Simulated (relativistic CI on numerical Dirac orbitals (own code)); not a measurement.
# What each ingredient does to the levels of Ga⁶⁺

Base calculation: Dirac-Coulomb-Breit CI, separate exchange-only KLI orbitals for each configuration, a model potential for QED, unscaled Slater integrals.

Configuration list (outside the closed core [Ne]): 3s²3p⁶3d⁷, 3s²3p⁶3d⁶4s, 3s²3p⁵3d⁸, 3s²3p⁶3d⁶4p, 3s²3p⁴3d⁹, 3s²3p⁶3d⁶4d, 3s3p⁶3d⁸, 3s²3p⁶3d⁶5s, 3s²3p⁶3d⁶5p, 3s²3p⁶3d⁶4f, 3s²3p⁶3d⁶5d, 3s²3p⁶3d⁵4s², 3s²3p⁶3d⁶6s, 3s²3p⁶3d⁶5f, 3s²3p⁶3d⁶6p, 3s²3p⁶3d⁶5g, 3s²3p⁶3d⁶6d, 3s²3p⁶3d⁵4s4p, 3p⁶3d⁹, 3s²3p⁶3d⁵4p², 3s²3p⁵3d⁷4s, 3s²3p⁶3d⁵4s4d, 3s²3p⁵3d⁷4p, 3s²3p⁶3d⁵4p4d. Levels of other configurations are missing.

Variants: (1) configuration mixing switched off; (2) one mean potential for all configurations. Shifts of the energy above 3s²3p⁶3d⁷ ⁴F9/2, in cm⁻¹, for the lowest level and the first level of each name with at least 55 % of one term (blank where a level changes its place among those of its configuration and J or its character, or is not in the variant):

```csv
Level,Base,Δ(1),Δ(2),Measured
3s²3p⁶3d⁷ ⁴F9/2,0,0,0,0
3s²3p⁶3d⁷ ⁴F7/2,2702,+6,-18,2790
3s²3p⁶3d⁷ ⁴F5/2,4564,+34,-29,4710
3s²3p⁶3d⁷ ⁴F3/2,5796,+60,-36,5925
3s²3p⁶3d⁷ ⁴P3/2,27489,+3323,-44,
3s²3p⁶3d⁷ ⁴P5/2,27541,+2843,-49,
3s²3p⁶3d⁷ ⁴P1/2,29250,+3004,-60,
3s²3p⁶3d⁷ ²G9/2,30116,+316,-21,
3s²3p⁶3d⁷ ²G7/2,32623,+416,-39,
3s²3p⁶3d⁷ ²P3/2,34548,+5688,-74,
3s²3p⁶3d⁷ ²P1/2,36738,+6236,-93,
3s²3p⁶3d⁷ ²D5/2,38946,+5149,-73,
3s²3p⁶3d⁷ ²H11/2,42068,-1734,-12,
3s²3p⁶3d⁷ ²D3/2,43217,+5194,-107,
3s²3p⁶3d⁷ ²H9/2,44449,-1645,-30,
3s²3p⁶3d⁷ ²F5/2,66029,+3253,-61,
3s²3p⁶3d⁷ ²F7/2,67042,+3238,-71,
3s²3p⁶3d⁶4s ⁶D9/2,371271,+1157,+4386,
3s²3p⁶3d⁶4s ⁶D7/2,373000,+1163,+4434,
3s²3p⁶3d⁶4s ⁶D5/2,374226,+1166,+4464,
3s²3p⁶3d⁶4s ⁶D3/2,375060,+1168,+4483,
3s²3p⁶3d⁶4s ⁶D1/2,375547,+1169,+4494,
```

At this charge configurations can still be misplaced by up to about 7 % of their energy. Terms inside the open d or f shell come out 10 to 20 % too wide with unscaled integrals. 3 of the 3 excited levels that our extract of the measured tables holds in this range could be paired (the sources list more); they are missed by 121 cm⁻¹ on average and 146 at most, and levels without a partner can miss by more. Some levels of the ground configuration have no partner and can miss by 10 % or more.

Measured levels: Shirai, Reader, Kramida and Sugar, J. Phys. Chem. Ref. Data 36, 509 (2007).

Ionisation energy from the two ground configurations alone: base 139.507 eV. The NIST ASD value (theoretical) is 140.8 eV.
